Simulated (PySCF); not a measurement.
# Löwdin shares of the frontier orbitals

Species: C₇H₁₀NP.
Geometry (PBE0-D3(BJ)/def2-SVP, Å), atoms numbered from 1 in this order:
```
atom  x, y, z in Å
C1     3.1596   -1.3629    0.7370
C2     2.0370   -0.7367    0.0630
C3     1.0965   -0.2033   -0.4998
P4    -0.2653    0.4489   -1.4234
C5     0.1512    2.2495   -1.4321
C6    -1.5602    0.4459   -0.0818
C7    -1.9519   -0.9784    0.3088
C8    -2.9717   -1.0128    1.3492
N9    -3.7824   -1.0149    2.1751
H10    3.8528   -0.6064    1.1369
H11    2.8139   -1.9788    1.5819
H12    3.7243   -2.0149    0.0521
H13    1.0279    2.4083   -2.0760
H14    0.3661    2.6376   -0.4256
H15   -0.6958    2.8019   -1.8669
H16   -1.2024    1.0017    0.7993
H17   -2.4351    0.9832   -0.4832
H18   -2.3279   -1.5327   -0.5670
H19   -1.0669   -1.5271    0.6724
```

Computed with TDDFT wB97X-D/def2-SVPD, vertical, gas phase, core orbitals frozen in the response (PySCF).

Frontier orbitals with the atoms that hold most of them (Löwdin shares over 4%, at most four atoms; ? is withheld):

```tsv
orbital	ε (eV)	atoms
HOMO-3	-11.21	N9 42%, C8 31%, C7 10%, C6 5%
HOMO-2	-10.55	C3 33%, C2 24%, P4 20%, C1 5%
HOMO-1	-9.78	?
HOMO	-8.54	?
LUMO	1.50	P4 20%, C2 18%, C3 16%, C6 8%
LUMO+1	1.70	P4 18%, C2 15%, C3 12%, C5 12%
LUMO+2	2.05	C1 27%, C2 19%, C3 10%, H12 9%
```

Problem. Which atoms hold the HOMO-1, and with what shares?

Solution. C3 (bonded to C and P) 36%; C2 (bonded to 2 C) 34%; C1 (bonded to C and 3 H) 7%; P4 (bonded to 3 C) 5%. By element: carbon 77% or more, phosphorus 5%.

Problem. Give the leading atoms of the HOMO.

Solution. P4 (bonded to 3 C) 43%; C3 (bonded to C and P) 17%; C2 (bonded to 2 C) 16%; C6 (bonded to C, P and 2 H) 8%. By element: phosphorus 43%, carbon 40% or more.

Problem. The HOMO–LUMO gap is 10.04 eV. Where does the response calculation put the lowest singlet, and from which orbitals?

Solution. S1 is at 5.26 eV (f = 0.022), 4.78 eV below the gap, made of HOMO→LUMO (82%). 

Next come S2 at 5.89 eV (f 0.073), HOMO→LUMO+1 (58%), HOMO-1→LUMO (20%); S3 at 6.44 eV (f 0.015), HOMO-1→LUMO+1 (58%), HOMO-1→LUMO+4 (14%), HOMO-1→LUMO+2 (11%); S4 at 6.63 eV (f 0.034), HOMO→LUMO+2 (40%), HOMO→LUMO+1 (24%), HOMO-1→LUMO (9%); S5 at 6.87 eV (f 0.232), HOMO→LUMO+2 (32%), HOMO-1→LUMO (20%), HOMO-2→LUMO+1 (14%).

Hardware: an Arm Neoverse V2 with one thread, no GPU, shared host with 96 logical CPUs at a one-minute load of 76. Cost: 3.1 min wall (with the writing of density and orbital grids), 1.2 GiB resident at most.

One conformer stands for the species.
